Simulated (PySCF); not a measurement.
Delta-SCF ions had no search for a lower state. Excitations are Tamm–Dancoff values on a coarser integration grid. The basis has no diffuse functions, so Rydberg states are missing or too high.

# C2H5BO2, SMILES `BOC(C)=O` (H–B–O–C torsion 174°, B–O–C–O torsion -24°) (charge 0, multiplicity 1)

Level of theory: PySCF with M06-2X/def2-TZVP.

The HOMO is -10.05 eV and the dipole moment comes out as 2.23 D. The LUMO is -0.29 eV and the HOMO–LUMO gap is 9.76 eV. The S1 excitation (TDA) is 5.40 eV, the S1 oscillator strength is 0.002 and the brightest of the four lowest singlets (TDA) is 8.24 eV. The T1 excitation (TDA) comes out as 4.98 eV. The S1–T1 gap (TDA) comes out as 0.42 eV and the vertical ionisation energy (Delta-SCF) is 11.00 eV. The total energy is -6926.81 eV and the cost is about 13 core-minutes (a rough figure).

```xyz
10

B      1.9388     0.4671    -0.6183
O      0.5773     0.5920    -0.5947
C     -0.2592    -0.4898    -0.4282
C     -1.5928    -0.0589     0.0973
O      0.0645    -1.5992    -0.7086
H      2.5394     1.4587    -0.8725
H      2.4483    -0.5726    -0.3627
H     -2.0311     0.6625    -0.5921
H     -2.2406    -0.9223     0.2073
H     -1.4597     0.4455     1.0542
```
